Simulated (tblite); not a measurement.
Isomers of C5H12S2Si. Calculated harmonic vibrations of the isolated species, GFN2-xTB (tblite), most abundant isotopes, no scaling. This tight-binding method is rough: wavenumbers can miss measured ones by several per cent, in bad cases by 10 to 20. Modes of hydrogen on silicon and sulfur can be 10 to 20 % off. One conformer each.

Electronic energies: GFN2-xTB at the same geometries; isomer energies are rough at this level and their order can be wrong.

| SMILES | electronic energy, lowest = 0 (kcal/mol) |
| --- | --- |
| CS[C@@H]1[C@H](C)[Si@H]1SC | 28.2 |
| CS/C=C(\C)C[SiH2]S | 0.0 |
| CCS[C@@H]1C[Si@@H]1SC | 29.2 |

Task: How do GFN2-xTB zero-point energies change the relative energies?

Result: 
```json
{"SMILES": "CS/C=C(\\C)C[SiH2]S", "ZPE (kcal/mol)": "94.3", "of it from modes above 1550 cm⁻¹": "51.3", "electronic (kcal/mol)": "0.0", "with ZPE, lowest = 0 (kcal/mol)": "0.0", "lowest mode (cm⁻¹)": "15", "rings": "0"}
{"SMILES": "CS[C@@H]1[C@H](C)[Si@H]1SC", "ZPE (kcal/mol)": "97.6", "of it from modes above 1550 cm⁻¹": "51.0", "electronic (kcal/mol)": "28.2", "with ZPE, lowest = 0 (kcal/mol)": "31.6", "lowest mode (cm⁻¹)": "29", "rings": "1"}
{"SMILES": "CCS[C@@H]1C[Si@@H]1SC", "ZPE (kcal/mol)": "98.0", "of it from modes above 1550 cm⁻¹": "51.0", "electronic (kcal/mol)": "29.2", "with ZPE, lowest = 0 (kcal/mol)": "33.0", "lowest mode (cm⁻¹)": "24", "rings": "1"}
```

The zero-point energies span 3.7 kcal/mol, from `CS/C=C(\C)C[SiH2]S` to `CCS[C@@H]1C[Si@@H]1SC`. The order is unchanged.
